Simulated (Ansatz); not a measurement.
System: LaCl2, charge 1, multiplicity 1. The spin state was set by rule; other spins were not relaxed. 
Coordinates optimised at B3LYP-D3(BJ)/def2-TZVP (Ansatz, an electronic-structure program):
```
La
Cl 1 2.5176
Cl 1 2.5176 2 107.81
```
Charge +1, spin multiplicity 1.

Basis-set convergence of Hartree-Fock and CCSD(T) correlation energies (hartree) with Ansatz. Valence correlation only, unless marked. Spin-orbit coupling is left out. Frozen are the shells of the preceding noble gas and the d and f shells that filled before the atom's block. In def2 rows, elements after Kr have scalar-relativistic effective core potentials.

```csv
basis,functions,E(HF),"E(corr, CCSD(T))",rough core time
def2-SVP,68,-949.82032,-0.33196,under 20 s
def2-TZVPP,140,-950.13700,-0.46757,under 20 s
def2-QZVPP,221,-950.16434,-0.51023,25 s
```

Extrapolating the two largest sets (X = 3 and 4) as X^-3: E(corr) = (64·(-0.51023) - 27·(-0.46757))/37 = -0.5414 Eh, an estimate of the basis-set limit. The largest set recovers 94.2 % of it, the smallest 61.3 %.
